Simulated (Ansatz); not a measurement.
Spectroscopic constants of O$_{2}$-, multiplicity 2 (the spin of the measured ground state).

Constants: fifth-degree fit in 1/R to seven points, most abundant isotopes. In def2 and cc sets the state is the lowest found near the PBE0 minimum, followed along R.

Correlated levels freeze the cores. CBS: X⁻³ extrapolation of the correlation energy, Hartree–Fock from the larger set.

Codes used: Ansatz (an electronic-structure program) with Gaussian orbitals. Each number belongs to the level named beside it.

Task: What bond length and harmonic frequency does CAM-B3LYP/def2-TZVPP give?

Result: r_e = 1.332 Å, ω_e = 1248 cm⁻¹.

Task: What bond length and harmonic frequency does wB97X-V/def2-TZVPP give?

Result: r_e = 1.330 Å, ω_e = 1270 cm⁻¹.

Task: What bond length and harmonic frequency does CCSD(T)/CBS(aug-cc-pVTZ, aug-cc-pVQZ) give?

Result: r_e = 1.346 Å, ω_e = 1136 cm⁻¹.

Measured for the ground state: ω_e 1090 cm-1, ω_e x_e 8.1 cm-1 [Huber and Herzberg (1979), NIST Chemistry WebBook].
